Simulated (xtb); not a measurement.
C3H9N, charge -1, doublet, at the geometry of the source list (a state made from the parent by changing its charge; the spin is typed, not shown lowest); GFN1-xTB (xtb 6.7.1).

Here is a job for xtb.
```
$ xtb mol.xyz --gfn 1 --chrg -1 --uhf 1 --opt --json

# file mol.xyz
13

C     -1.84920000    -0.01180000     0.24420000
C     -0.45170000    -0.44620000    -0.17220000
N      0.50820000     0.61060000     0.09070000
C      1.86330000     0.24610000    -0.26290000
H     -2.12030000     0.90360000    -0.27380000
H     -2.57180000    -0.78570000    -0.00010000
H     -1.88760000     0.17370000     1.31550000
H     -0.18660000    -1.38970000     0.34160000
H     -0.43000000    -0.64000000    -1.24940000
H      0.46920000     0.85900000     1.07650000
H      2.52560000     1.07800000    -0.03140000
H      1.90260000     0.05650000    -1.33590000
H      2.22840000    -0.65400000     0.25730000
```

It wrote (shortened):

```
   ID    Z sym.   atoms
    1    6 C      1, 2, 4
    2    7 N      3
    3    1 H      5-13

           -------------------------------------------------
          |                Calculation Setup                |
           -------------------------------------------------

           -------------------------------------------------
          |                 G F N 1 - x T B                 |
           -------------------------------------------------

          ...................................................
          :                      SETUP                      :
          :.................................................:
          :  # basis functions                  34          :
          :  # atomic orbitals                  34          :
          :  # shells                           26          :
          :  # electrons                        27          :
          :  # halogen bonds                     0          :
          :  max. iterations                   250          :
          :  Hamiltonian                  GFN1-xTB          :
          :  restarted?                      false          :
          :  GBSA solvation                  false          :
          :  PC potential                    false          :
          :  electronic temp.          300.0000000     K    :
          :  accuracy                    1.0000000          :
          :  -> integral cutoff          0.2500000E+02      :
          :  -> integral neglect         0.1000000E-07      :
          :  -> SCF convergence          0.1000000E-05 Eh   :
          :  -> wf. convergence          0.2000000E-04 e    :
          :  Broyden damping             0.4000000          :
          :  net charge                         -1          :
          :  unpaired electrons                  1          :
          ...................................................

 iter      E             dE          RMSdq      gap      omega  full diag
   1    -14.5405272 -0.145405E+02  0.715E+00    0.54       0.0  T
   2    -14.5805372 -0.400100E-01  0.437E+00    0.39       1.0  T
   3    -14.5110038  0.695334E-01  0.166E+00    0.94       1.0  T
   4    -14.5833970 -0.723932E-01  0.641E-01    0.26       1.0  T
   5    -14.5903552 -0.695818E-02  0.328E-01    0.39       1.0  T
   6    -14.5909984 -0.643237E-03  0.273E-01    0.34       1.0  T
   7    -14.5949658 -0.396736E-02  0.122E-01    0.30       1.0  T
   8    -14.5953539 -0.388116E-03  0.756E-02    0.32       1.0  T
   9    -14.5956218 -0.267892E-03  0.170E-02    0.32       1.6  T
  10    -14.5956385 -0.167341E-04  0.148E-03    0.32      18.7  T
  11    -14.5956385  0.364555E-07  0.117E-03    0.32      23.7  T
  12    -14.5956385 -0.669537E-07  0.303E-04    0.32      91.6  T
  13    -14.5956385 -0.155831E-08  0.389E-05    0.32     712.2  T
  14    -14.5956385 -0.117968E-10  0.266E-05    0.32    1043.7  T

   *** convergence criteria satisfied after 14 iterations ***

         :::::::::::::::::::::::::::::::::::::::::::::::::::::
         ::                     SUMMARY                     ::
         :::::::::::::::::::::::::::::::::::::::::::::::::::::
         :: total energy             -14.417632756539 Eh    ::
         :: gradient norm              0.023210337271 Eh/a0 ::
         :: HOMO-LUMO gap              0.320403966777 eV    ::
         ::.................................................::
         :: SCC energy               -14.595638525811 Eh    ::
         :: -> electrostatic           0.118474061609 Eh    ::
         :: repulsion energy           0.181473717050 Eh    ::
         :: dispersion energy         -0.003467947778 Eh    ::
         :: halogen bond corr.         0.000000000000 Eh    ::
         :: add. restraining           0.000000000000 Eh    ::
         :: total charge              -1.000000000000 e     ::
         :::::::::::::::::::::::::::::::::::::::::::::::::::::

      -----------------------------------------------------------
     |                   =====================                   |
     |                        A N C O P T                        |
     |                   =====================                   |
     |               Approximate Normal Coordinate               |
     |                Rational Function Optimizer                |
      -----------------------------------------------------------
      -----------------------------------------------------------
     |                   =====================                   |
     |                        A N C O P T                        |
     |                   =====================                   |
     |               Approximate Normal Coordinate               |
     |                Rational Function Optimizer                |
      -----------------------------------------------------------

          ...................................................
          :                      SETUP                      :
          :.................................................:
          :   optimization level            normal          :
          :   max. optcycles                   200          :
          :   ANC micro-cycles                  20          :
          :   degrees of freedom                33          :
          :.................................................:
          :   RF solver                   davidson          :
          :   write xtbopt.log                true          :
          :   linear?                        false          :
          :   energy convergence         0.5000000E-05 Eh   :
          :   grad. convergence          0.1000000E-02 Eh/α :
          :   maxmium RF displ.          1.0000000          :
          :   Hlow (freq-cutoff)         0.1000000E-01      :
          :   Hmax (freq-cutoff)         5.0000000          :
          :   S6 in model hess.         20.0000000          :
          ...................................................

generating ANC from exact Hessian ...
[...]
 * total energy  :   -14.4176328 Eh     change       -0.3007372E-10 Eh
 * total energy  :   -14.4193094 Eh     change       -0.1676632E-02 Eh
 * total energy  :   -14.4195862 Eh     change       -0.2768192E-03 Eh
 * total energy  :   -14.4196408 Eh     change       -0.5458691E-04 Eh
 * total energy  :   -14.4196681 Eh     change       -0.2726038E-04 Eh
 * total energy  :   -14.4196858 Eh     change       -0.1777354E-04 Eh
 * total energy  :   -14.4196980 Eh     change       -0.1218583E-04 Eh
 * total energy  :   -14.4197071 Eh     change       -0.9084869E-05 Eh
 * total energy  :   -14.4197112 Eh     change       -0.4085891E-05 Eh
   *** GEOMETRY OPTIMIZATION CONVERGED AFTER 9 ITERATIONS ***
[...]
   2    -14.5880260  0.177636E-13  0.507E-07    0.42   54757.3  T
   3    -14.5880260  0.301981E-13  0.727E-07    0.42   38124.7  T

   *** convergence criteria satisfied after 3 iterations ***

         :::::::::::::::::::::::::::::::::::::::::::::::::::::
         ::                     SUMMARY                     ::
         :::::::::::::::::::::::::::::::::::::::::::::::::::::
         :: total energy             -14.419711184818 Eh    ::
         :: gradient norm              0.000333093000 Eh/a0 ::
         :: HOMO-LUMO gap              0.418908985013 eV    ::
         ::.................................................::
         :: SCC energy               -14.588026022302 Eh    ::
         :: -> electrostatic           0.118064623665 Eh    ::
         :: repulsion energy           0.171769413395 Eh    ::
         :: dispersion energy         -0.003454575912 Eh    ::
         :: halogen bond corr.         0.000000000000 Eh    ::
         :: add. restraining           0.000000000000 Eh    ::
         :: total charge              -1.000000000070 e     ::
         :::::::::::::::::::::::::::::::::::::::::::::::::::::

           -------------------------------------------------
          |                Property Printout                |
           -------------------------------------------------

    * Orbital Energies and Occupations

         #    Occupation            Energy/Eh            Energy/eV
      -------------------------------------------------------------
         1        2.0000           -0.5391034             -14.6697
         2        2.0000           -0.4313576             -11.7378
         3        2.0000           -0.4069868             -11.0747
         4        2.0000           -0.3995970             -10.8736
         5        2.0000           -0.3521248              -9.5818
         6        2.0000           -0.3296015              -8.9689
         7        2.0000           -0.3265233              -8.8852
         8        2.0000           -0.3080989              -8.3838
         9        2.0000           -0.2891969              -7.8694
        10        2.0000           -0.2746239              -7.4729
        11        2.0000           -0.2705979              -7.3633
        12        2.0000           -0.2669753              -7.2648
        13        2.0000           -0.1865708              -5.0769
        14        0.9997            0.0750919               2.0434 (HOMO)
        15        0.0003            0.0904865               2.4623 (LUMO)
        16        0.0000            0.0945362               2.5725
        17                          0.1098249               2.9885
        18                          0.1340343               3.6473
        19                          0.1482068               4.0329
        20                          0.1532718               4.1707
        21                          0.1618589               4.4044
        22                          0.1741209               4.7381
        23                          0.2668166               7.2604
        24                          0.2773856               7.5480
        25                          0.3406948               9.2708
       ...                                ...                  ...
        34                          0.6784698              18.4621
      -------------------------------------------------------------
                  HL-Gap            0.0153946 Eh            0.4189 eV
             Fermi-level            0.0135216 Eh            0.3679 eV

  Mulliken/CM5 charges         n(s)   n(p)   n(d)
     1C    -0.05444 -0.19976   1.033  3.021  0.000
     2C     0.10877  0.05439   1.011  2.880  0.000
     3N    -0.42577 -0.77951   1.486  3.939  0.000
     4C     0.08698 -0.00770   1.015  2.898  0.000
     5H    -0.11214 -0.05832   1.112  0.000  0.000
     6H    -0.11735 -0.06652   1.117  0.000  0.000
     7H    -0.12996 -0.07638   1.130  0.000  0.000
     8H    -0.05611  0.00509   1.056  0.000  0.000
     9H    -0.05392  0.00892   1.054  0.000  0.000
    10H     0.14117  0.32916   0.859  0.000  0.000
    11H    -0.11838 -0.05952   1.118  0.000  0.000
    12H    -0.13311 -0.07253   1.133  0.000  0.000
    13H    -0.13574 -0.07733   1.136  0.000  0.000

Wiberg/Mayer (AO) data.
largest (>0.10) Wiberg bond orders for each atom

 ---------------------------------------------------------------------------
     #   Z sym  total        # sym  WBO       # sym  WBO       # sym  WBO
 ---------------------------------------------------------------------------
     1   6 C    3.994 --     2 C    1.001     5 H    0.975     7 H    0.972
                             6 H    0.971
     2   6 C    3.978 --     1 C    1.001     3 N    0.983     9 H    0.976
                             8 H    0.970
     3   7 N    2.989 --     2 C    0.983     4 C    0.969    10 H    0.966
     4   6 C    3.971 --    12 H    0.977    11 H    0.972    13 H    0.969
                             3 N    0.969
     5   1 H    1.218 --     1 C    0.975
     6   1 H    1.170 --     1 C    0.971
     7   1 H    1.243 --     1 C    0.972
     8   1 H    1.077 --     2 C    0.970
     9   1 H    1.094 --     2 C    0.976
    10   1 H    1.032 --     3 N    0.966
    11   1 H    1.161 --     4 C    0.972
    12   1 H    1.246 --     4 C    0.977
    13   1 H    1.224 --     4 C    0.969
 ---------------------------------------------------------------------------

Topologies differ in total number of bonds
Writing topology from bond orders to xtbtopo.mol

 dipole moment from electron density (au)
     X       Y       Z
   0.0923  -0.4723   0.4635  total (Debye):    1.698

optimized geometry written to: xtbopt.xyz

           -------------------------------------------------
          | TOTAL ENERGY              -14.419711184818 Eh   |
          | GRADIENT NORM               0.000333093000 Eh/α |
          | HOMO-LUMO GAP               0.418908985013 eV   |
           -------------------------------------------------
```
